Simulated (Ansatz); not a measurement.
Molecule: sum formula H$_{8}$Si$_{2}$N$_{2}$O, charge 0, multiplicity 1. SMILES: N[SiH2]O[SiH2]N
Geometry from a B3LYP-D3(BJ)/def2-TZVP (Ansatz, a program for electronic structure) optimisation:
```xyz
13

N      2.4636     0.4837     0.1119
Si     1.4059    -0.8536    -0.0272
O     -0.1418    -0.5062    -0.4425
Si    -1.6445    -0.0540     0.0332
N     -1.9018     1.6281     0.2079
H      2.8049     0.9769    -0.6975
H      2.4767     1.0666     0.9330
H      1.9330    -1.7234    -1.0962
H      1.3899    -1.5179     1.2953
H     -2.5684    -0.5355    -1.0118
H     -1.9109    -0.6608     1.3565
H     -1.5990     2.1290     1.0275
H     -1.9841     2.2383    -0.5894
```

Wanted: atomisation energy (electronic, to ground-state atoms), in eV. Correlated levels leave the core frozen unless marked. UHF or UKS for open shells. No spin-orbit coupling. Non-relativistic. The coupled-cluster limit lacks core correlation, which all-electron functionals hold. CBS(X,Y): correlation extrapolated as X^-3; Hartree-Fock from the larger set. The bracket is a focal-point correction in the basis named.

```csv
level,program,atomisation energy (eV),minus last row
HF/aug-cc-pV(T+d)Z,Ansatz,33.95,-13.75
HF/cc-pV(T+d)Z,Ansatz,33.86,-13.84
PBE-QIDH/def2-TZVPD,Ansatz,46.48,-1.22
RI-MP2/aug-cc-pV(Q+d)Z,Ansatz,47.75,0.05
CCSD/6-31G,Ansatz,36.13,-11.57
"RI-MP2/CBS(cc-pV(T+d)Z,cc-pV(Q+d)Z)+[CCSD(T)-MP2]/cc-pV(D+d)Z",Ansatz,47.73,0.03
"CCSD(T)/CBS(cc-pV(T+d)Z,cc-pV(Q+d)Z)",Ansatz,47.70,0.00
```
